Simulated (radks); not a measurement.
Values are calculated unless marked as measured or tabulated.
Task: The mean radii <r> (bohr) of the occupied orbitals of an atom or ion are listed with their occupations. Code: a radial shooting solver on a logarithmic mesh with Libxc functionals. Model: non-relativistic Kohn-Sham, PBE, spin-polarised, spherical densities, point nucleus.

| orbital | occ. | <r> |
|---|---|---|
| 1s down | 1 | 0.06156 |
| 1s up | 1 | 0.06156 |
| 2s up | 1 | 0.2827 |
| 2s down | 1 | 0.2821 |
| 2p up | 3 | 0.2485 |
| 2p down | 3 | 0.2479 |
| 3s up | 1 | 0.8600 |
| 3s down | 1 | 0.8631 |
| 3p up | 3 | 0.9060 |
| 3p down | 3 | 0.9123 |
| 3d up | 5 | 1.125 |

Name the element and its charge. Open shells, if any, are filled with parallel spins first.

Result: Z = 25, manganese, charge +2: Mn2+ in [Ar] 3d5. The 1s radius gives Z: for a bare nucleus <r> = 1.5/Z, 0.06 bohr for Z = 25, and screening makes it slightly larger (0.06156 here). The occupations add up to 23, and the charge is Z minus that.
